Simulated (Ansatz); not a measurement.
**Question.** Name a neutral molecule of C, Cl, F, Ge and H with ideal-gas entropy at 298 K and 1 bar (rigid rotor, harmonic PBE0-D4/def2-TZVP) between 352 and 368 J/(mol·K) and HOMO–LUMO gap (PBE0/def2-TZVPP) between 9.10 and 9.40 eV (Ansatz, PBE0-D4/def2-TZVP geometry).

**Answer.** `[CH3][Ge]([F])([F])[Cl]` (357 J/(mol·K), 9.23 eV). Other molecules can fit too; these were computed, each in one conformer that needn't be the lowest.
